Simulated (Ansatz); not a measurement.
`N[SiH2][SeH]` + `N[SiH](N)Cl` → `N[SiH2]N[SiH](N)Cl` + H₂Se  (ligand exchange at the Si–Se bond)

Calculated with Ansatz (gas phase, PBE0-D4/def2-TZVP geometries, no zero-point term in ΔE). CBS: MP2 limit from def2 TZ/QZ plus the TZ coupled-cluster correction, frozen cores. For Se outer-core shells are correlated without core-valence functions, which leaves a few kJ/mol of doubt a bond. Scalar relativity is left out up to krypton. Each species was taken in one conformer, which may not be the lowest.

```csv
species,HF/def2-QZVPP energy (Eh)
`N[SiH2][SeH]`,-2746.29257
`N[SiH](N)Cl`,-860.47791
`N[SiH2]N[SiH](N)Cl`,-1205.72009
H₂Se,-2401.05204
```

(1) Work out ΔE.

Largest T1 diagnostic among the species: 0.010.

## Answers

(1) ΔE = (-1205.72009) + (-2401.05204) − (-2746.29257) − (-860.47791) = -0.00165 Eh = -4.3 kJ/mol. CCSD(T)/CBS gives -4.3 kJ/mol.

The D4 term adds −9.8 kJ/mol with B3LYP and −5.9 kJ/mol with PBE0; it sums over pairs of atoms, weighted by their polarisabilities, and B3LYP, whose exchange is more repulsive, gets the larger term.

B3LYP here is the variant with VWN-RPA as its local correlation; programs differ in this.
